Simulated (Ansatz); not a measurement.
Species: C$_{8}$H$_{20}$Si, SMILES `C(C)[Si](CC)(CC)CC` (charge 0, multiplicity 1), formula C8H20Si.

Task: How many basis functions does frozen-core CCSD(T)/cc-pVDZ // PBE-D3(BJ)/def2-SVP run with Ansatz (a first-principles code) use, how many core orbitals are frozen, and how many electrons are correlated?

Result: 230 basis functions and 13 frozen orbitals, which leaves 56 correlated electrons. Core time is of the order of minutes.
